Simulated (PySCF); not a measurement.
hydrogen bromide (BrH), SMILES Br. Coordinates come from a PBE-D3(BJ)/def2-TZVPD optimisation.

TDDFT-CAM-B3LYP/def2-TZVPD in PySCF 2.14.0 puts the lowest singlet excitations at 6.52, 6.52, 8.67, 8.67, 8.80, 8.80 eV and the lowest triplet (TDA) at 5.94 eV.

Problem. What are the lowest singlet roots from EOM-CCSD/aug-cc-pVDZ run with PySCF 2.14.0? (Estimate from the structure and the level; the computed values follow.)

Solution. 6.76, 6.76, 8.92, 8.92, 9.61, 9.61 eV; triplets 6.26, 6.26, 8.51 eV. S1 differs by 0.23 eV (second minus first; roots are paired by order, and the bases may differ).
